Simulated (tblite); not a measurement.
Compound: C₄H₅BCl₂.
Bonds: C1–C2, C2–C3 (double), C3–C4 (double), C4–B5, B5–Cl6, B5–Cl7. Hydrogens: H8, H9, H10 on C1; H11 on C2; H12 on C4.

Computed with GFN2-xTB (tblite), gas phase: L-BFGS steps from a force-field or distance-geometry start until the largest atomic force falls under 0.01 eV/Å.

Step 36: E = -583.4526 eV
```
atom  x, y, z in Å  |  force x, y, z in eV/Å
C1     -1.6507   -0.6410    0.9517   -0.086   0.025   0.081
C2     -0.9493   -0.8359   -0.3582    0.058  -0.144   0.113
C3      0.3244   -0.6326   -0.4545    0.116   0.112  -0.051
C4      1.5431   -0.1474   -0.5034    0.032   0.057   0.014
B5      1.7342    1.3874   -0.6220   -0.078   0.042   0.076
Cl6     0.4913    2.4253    0.0089    0.037  -0.032  -0.124
Cl7     3.1335    2.1362   -1.2712    0.106  -0.075  -0.007
H8     -2.2322    0.2776    0.9013   -0.045   0.066  -0.030
H9     -2.3365   -1.4515    1.1796    0.049  -0.129  -0.016
H10    -0.9195   -0.5314    1.7458   -0.032  -0.040   0.106
H11    -1.5421   -1.1836   -1.1893   -0.010   0.079  -0.088
H12     2.4049   -0.8036   -0.4148   -0.147   0.038  -0.074
```

Step 37: E = -583.4582 eV
```
atom  x, y, z in Å  |  force x, y, z in eV/Å
C1     -1.6515   -0.6414    0.9565   -0.058  -0.013   0.010
C2     -0.9505   -0.8215   -0.3544    0.038  -0.218  -0.005
C3      0.3240   -0.6304   -0.4545    0.117   0.146   0.011
C4      1.5419   -0.1450   -0.4979    0.039   0.091   0.014
B5      1.7335    1.3895   -0.6197   -0.079   0.022   0.049
Cl6     0.4827    2.4317   -0.0090    0.085  -0.042  -0.134
Cl7     3.1406    2.1194   -1.2742    0.082  -0.043   0.015
H8     -2.2398    0.2720    0.9087   -0.053   0.071   0.015
H9     -2.3247   -1.4637    1.1724   -0.014  -0.135   0.011
H10    -0.9185   -0.5409    1.7483   -0.023   0.008   0.142
H11    -1.5367   -1.1677   -1.1920   -0.042   0.097  -0.050
H12     2.4002   -0.8027   -0.4102   -0.091   0.016  -0.076
```

Step 38: E = -583.4639 eV
```
atom  x, y, z in Å  |  force x, y, z in eV/Å
C1     -1.6525   -0.6430    0.9618   -0.020  -0.053  -0.056
C2     -0.9508   -0.8088   -0.3517    0.032  -0.227  -0.075
C3      0.3248   -0.6254   -0.4542    0.019   0.147   0.072
C4      1.5419   -0.1409   -0.4895    0.032   0.107   0.014
B5      1.7320    1.3923   -0.6163   -0.033   0.000  -0.001
Cl6     0.4739    2.4379   -0.0339    0.103  -0.026  -0.127
Cl7     3.1486    2.1011   -1.2783    0.054  -0.008   0.039
H8     -2.2492    0.2668    0.9188   -0.022   0.004   0.054
H9     -2.3114   -1.4801    1.1657   -0.056  -0.093   0.024
H10    -0.9166   -0.5524    1.7528   -0.049   0.053   0.129
H11    -1.5330   -1.1447   -1.1982   -0.056   0.103   0.004
H12     2.3935   -0.8034   -0.4030   -0.004  -0.006  -0.076
```

**Question.** Estimate the geometry and energy of step 39. (The exact step hangs on the optimiser's Hessian estimate; all steps are aligned on step 38, rigid shifts and turns removed.)

**Answer.** E = -583.4689 eV, largest force 0.211 eV/Å
```
atom  x, y, z in Å  |  force x, y, z in eV/Å
C1     -1.6536   -0.6458    0.9659    0.024  -0.107  -0.081
C2     -0.9486   -0.8044   -0.3488   -0.045  -0.183  -0.095
C3      0.3255   -0.6183   -0.4533   -0.031   0.131   0.107
C4      1.5423   -0.1349   -0.4848    0.009   0.070   0.023
B5      1.7296    1.3959   -0.6146    0.058  -0.029  -0.050
Cl6     0.4702    2.4414   -0.0549    0.061   0.035  -0.099
Cl7     3.1561    2.0853   -1.2795    0.052   0.033   0.045
H8     -2.2555    0.2622    0.9250    0.000  -0.057   0.069
H9     -2.3022   -1.4942    1.1613   -0.074  -0.035   0.027
H10    -0.9185   -0.5602    1.7605   -0.080   0.074   0.080
H11    -1.5307   -1.1247   -1.2030   -0.051   0.089   0.053
H12     2.3867   -0.8030   -0.3998    0.078  -0.022  -0.078
```

The energy changes by -0.0050 eV. The first-order estimate −F·Δx gives -0.0069 eV and the mean of the old and new forces, exact on a quadratic surface, -0.0050 eV. The step makes an angle of 69° with the force vector and moves no atom by more than 0.022 Å.

What follows is the cost of the whole relaxation. The run took 0.56 s on one thread, Arm Neoverse V2 (aarch64), shared host with 96 logical CPUs at a one-minute load of 60.
